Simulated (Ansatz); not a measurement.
Species: ScF2 (charge +1, singlet). The spin state was set by rule; other spins were not relaxed. 
Coordinates optimised at B3LYP-D3(BJ)/def2-TZVP (Ansatz, a quantum-chemistry and plane-wave program):
```
Sc
F 1 1.7676
F 1 1.7676 2 114.20
```
Charge +1, spin multiplicity 1.

Parts of the frozen-core correlation energy in def2-TZVPPD (Ansatz, hartree). Frozen orbitals: 11; correlated occupied orbitals by spin: 8 and 8; virtual: 128 and 128. No spin-orbit coupling. Non-relativistic.

```csv
term,value
reference (HF),-958.63668
MP2 opposite-spin,-0.42231
MP2 same-spin,-0.15569
CCSD correlation,-0.56674
(T),-0.02171
T1 diagnostic,0.021
largest doubles amplitude,0.020
```
